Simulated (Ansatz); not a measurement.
Computed with Ansatz on PBE0-D4/def2-TZVP structures; ΔE is electronic, products minus reactants. CCSD(T)/CBS is the MP2 limit (def2-TZVPP, def2-QZVPP) plus CCSD(T) − MP2 in def2-TZVPP, frozen cores. This one scheme is used for every species. Functionals use def2-TZVPP. For Ge outer-core shells are correlated without core-valence functions, which leaves a few kJ/mol of doubt a bond. Scalar relativity is left out up to krypton. Each species was taken in one conformer, which may not be the lowest.

Reaction (cleavage of the Ge–Si bond): `[SiH3][GeH2][SH]` + H–F → `[F][GeH2][SH]` + SiH₄

Question: Is it downhill or uphill in electronic energy at CCSD(T)/CBS, and by how much? (An estimate is asked.)

Answer: The calculation gave: Downhill: ΔE = -0.43 eV.

Question: What do these levels give: BLYP-D4, B97M-V, PBE0-D4, r2SCANh-D4, ωB97X-V, CCSD/def2-TZVPP? (An estimate is asked.)

Answer: Computed: BLYP-D4 -0.55, B97M-V -0.62, PBE0-D4 -0.37, r2SCANh-D4 -0.50, ωB97X-V -0.58, CCSD/def2-TZVPP -0.51 eV.

Question: What do rigid-rotor, harmonic-oscillator terms from PBE0-D4/def2-TZVP frequencies (298.15 K, 1 bar) make of the CCSD(T)/CBS value? (An estimate is asked.)

Answer: Computed: ΔZPE = -0.01 eV, ΔH = -0.48 eV, ΔS = -16 J/(mol·K), ΔG = -0.43 eV.

Largest T1 diagnostic among the species: 0.012.

At CCSD(T), def2-SVP lies −0.24 eV from the extrapolated value and def2-TZVPP −0.06 eV. The D4 term adds +0.09 eV with B3LYP and +0.05 eV with PBE0; it sums over pairs of atoms, weighted by their polarisabilities, and B3LYP, whose exchange is more repulsive, gets the larger term. Leaving LDA and LC-ωPBE aside and taking each functional with its dispersion term where it has one, the values, not all of them listed here, spread over 0.25 eV, from B97M-V to HSE06-D4. LDA lies +0.08 eV from PBE without D4.

B3LYP here is the variant with VWN-RPA as its local correlation; programs differ in this.
